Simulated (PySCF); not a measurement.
**From computed data to an observable: oscillator strength and radiative lifetime**

C3H9BO, SMILES C(C)(C)BO.

Geometry optimised at B3LYP-D3(BJ)/def2-SVP. This is a generated structure with no PubChem entry under its InChIKey; it may be hypothetical. One conformer was computed; it need not be the lowest.

TDA-PBE/def2-SVPD run with PySCF puts the first singlet state with f over 0.02 at 7.26 eV (vertical), with the transition dipole (-0.348, 0.085, 0.109) in atomic units.

**Question.** Find the oscillator strength, the wavelength and the radiative lifetime that this transition would have in vacuum if emission retraced absorption.

**Answer.** 
|μ|² = 0.1402 au, so |μ| = 0.95 D. ΔE = 7.26/27.211 = 0.2668 hartree. f = (2/3) ΔE |μ|² = 0.025 (the program prints 0.025).
λ = 1239.84/7.26 = 171 nm; ν = 58556 cm⁻¹.
Einstein's coefficient A = 0.6670 ν² f s⁻¹ (ν in cm⁻¹) = 5.7e7 s⁻¹, so τ = 1/A = 18 ns. This state is S4; the lower singlets have f = 0.002, 0.001, 0.009. The figure is the radiative limit of this one transition; relaxation, internal conversion, crossing to triplets and a medium change what is measured.
